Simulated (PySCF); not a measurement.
## Spinor energies of Sn⁴⁶⁺ (tin, charge +46)

Start: [He] 2s2. Calculated with PySCF 2.14 in an even-tempered Gaussian basis (17 s from 25 bohr⁻², ratio 2.4; 12 p from 33 bohr⁻², ratio 2.4; 5 d from 100 bohr⁻², ratio 2.6; 4 f from 160 bohr⁻², ratio 2.6): generalised Hartree-Fock with the X2C-1e Hamiltonian and a Gaussian nucleus; one run each with spin-orbit coupling (SO) switched off, then screened by Boettger's factors.

```tsv
spinor shell	electrons	ε, spin-free (eV)	ε, screened SO (eV)	weight of nominal j (screened SO)	rms radius, screened SO (bohr)
1s1/2	2	-33753.6	-33753.6	1.000	0.0330
2s1/2	2	-8104.2	-8104.2	1.000	0.128
```

```
   quantity    spin-free  screened SO
E (hartree)  -3158.79912  -3158.79912
        M_J            0            0
       ⟨J²⟩        0.000        0.000
       ⟨L²⟩        0.000        0.000
       ⟨S²⟩        0.000        0.000
```

Breit and QED terms are absent; they matter most for the inner s and p1/2 levels.

Densities and radii are taken from the X2C orbitals without a picture-change correction, which distorts them close to the nucleus.

Without spin-orbit coupling the j labels of p, d and f shells carry no meaning; the spin-free column gives the mean over the occupied spinors of each nl shell.
